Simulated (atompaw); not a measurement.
# Scattering properties, PAW (atompaw) potential for boron

B, PAW, made with atompaw 4.2.0.5 (PBE, scalar-relativistic). Core none, reference 1s2 2s2 2p0.5 (charge +0.5). Waves: 1s (bound): rc 0.40 bohr; 2s (bound): rc 2.40 bohr; 2p (bound): rc 2.40 bohr; 2p channel at -0.1 Ry: rc 2.40 bohr; 3d channel at 0.3 Ry: rc 2.40 bohr; 3d channel at 1.5 Ry: rc 2.40 bohr. Local part: bessel scheme, radius 1.80 bohr. Core correction: none. Augmentation charge: sinc compensation charge, radius 2.15 bohr; PAW radius 2.40 bohr; waves and projectors: custom rrkj gramschmidtortho.

The phase is arctan(r·u′/u) with u = r·R(r), unwrapped; energies in Ry, scanned from -16 to 5 Ry. A pole is an energy at which the radial function vanishes at the test radius. The pseudo phase is shifted by a multiple of π to meet the all-electron one at the reference energy, and phase errors are pseudo minus all-electron; the curves can meet again beyond the range given. Levels narrower than the energy grid can be missing from the lists of poles.

Question: For each channel, where are the poles, and over which energies does the pseudopotential scatter like the atom?

Answer:

```csv
channel,radius (bohr),reference energy (Ry),"poles, all-electron","poles, pseudo",unbroken range about the reference energy with phases within 0.05 rad,phase error 1 Ry above the reference energy (rad)
s,2.41,-1.04,-0.25,-0.25,below 2.1,-0.002
p,2.41,-0.59,0.14,0.14,the whole range,+0.000
d,2.41,0.30,3.31,3.32,the whole range,-0.000
```

Phases in the p channel:

```tsv
E (Ry)	all-electron	pseudo
-16.00	1.465	1.466
-15.52	1.463	1.464
-15.04	1.462	1.462
-14.56	1.460	1.460
-14.08	1.458	1.458
-13.60	1.456	1.456
-13.12	1.453	1.454
-12.64	1.451	1.452
-12.16	1.449	1.449
-11.68	1.446	1.447
-11.20	1.443	1.444
-10.72	1.440	1.441
-10.24	1.437	1.438
-9.76	1.433	1.434
-9.28	1.429	1.430
-8.80	1.425	1.426
-8.32	1.421	1.422
-7.84	1.416	1.417
-7.36	1.410	1.411
-6.88	1.404	1.405
-6.40	1.397	1.398
-5.92	1.389	1.390
-5.44	1.380	1.381
-4.96	1.370	1.370
-4.48	1.357	1.358
-4.00	1.341	1.342
-3.52	1.322	1.322
-3.04	1.296	1.296
-2.56	1.259	1.259
-2.08	1.201	1.201
-1.60	1.091	1.091
-1.12	0.779	0.779
-0.64	-0.601	-0.601
-0.16	-1.419	-1.419
0.32	-1.631	-1.631
0.80	-1.756	-1.756
1.28	-1.884	-1.883
1.76	-2.092	-2.089
2.24	-2.608	-2.595
2.72	-3.681	-3.664
3.20	-4.247	-4.242
3.68	-4.456	-4.455
4.16	-4.560	-4.561
4.64	-4.625	-4.627
```
